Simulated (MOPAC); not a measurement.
Ligands exchanged one at a time, Ga Br-OH. Gas-phase values, no solvent. One relaxed conformer stands for each flexible species; it need not be the lowest. Strings in code marks are SMILES.

Quantity: vertical ionisation energy (energy after one electron is removed minus that of the parent at the parent's geometry), in eV.

Case: `[OH][Ga]([OH])[Br]` (H–O–Ga–Br torsion 0°, Br–Ga–O–H torsion -180°). Geometry of `[OH][Ga]([OH])[Br]` (neutral, multiplicity 1, Å):

```xyz
6

O     -1.4126    -0.5385     0.1518
Ga     0.1599     0.2824    -0.0443
O      1.6413    -0.7009    -0.0134
Br     0.3232     2.5390    -0.3313
H     -2.1690     0.0568     0.1246
H      1.4573    -1.6388     0.1127
```

Estimate the vertical ionisation energy (energy after one electron is removed minus that of the parent at the parent's geometry) that minus the HOMO energy of AM1 // B3LYP-D3(BJ)/def2-TZVP (MOPAC) returns for this input.

11.44 eV.
